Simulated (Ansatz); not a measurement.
CH$_{5}$ClOSSi (`C[Si](O)(S)Cl`), relaxed with RKS PBE0-D4/def2-TZVP in the Gaussian-basis code of Ansatz from a PBE-D4/def2-SVP geometry. The force threshold is 0.005 eV/Å; the program also tests the step.

Total charge 0; spin multiplicity 1.

Start:

```xyz
10

C     0.112   -0.505    1.312
Si    0.278    0.319   -0.350
O    -0.871    1.532   -0.392
S     0.119   -1.028   -2.029
Cl    2.196    1.109   -0.581
H     0.249    0.240    2.121
H     0.875   -1.299    1.424
H    -0.893   -0.960    1.422
H    -0.924    2.015   -1.236
H    -1.142   -1.423   -1.690
```

(1) By how much does the energy fall, and how many steps does the optimiser take? (Estimate.)

(2) Which bonds change most? (Best estimate.)

(3) Give the relaxed structure. (Estimate.)

Results:

(1) The calculation gave: 6.17 kJ/mol, in 7 steps, 1 of them rejected.

(2) The calculation gave: Si2–O3 from 1.672 to 1.634 Å; Si2–Cl5 from 2.087 to 2.058 Å; Si2–S4 from 2.158 to 2.132 Å; S4–H10 from 1.365 to 1.345 Å.

(3) Ansatz gave: 
```xyz
10

C     0.117   -0.499    1.306
Si    0.279    0.308   -0.344
O    -0.847    1.490   -0.400
S     0.118   -1.021   -2.003
Cl    2.169    1.091   -0.569
H     0.242    0.244    2.097
H     0.872   -1.276    1.427
H    -0.872   -0.952    1.410
H    -0.932    1.977   -1.223
H    -1.147   -1.364   -1.702
```
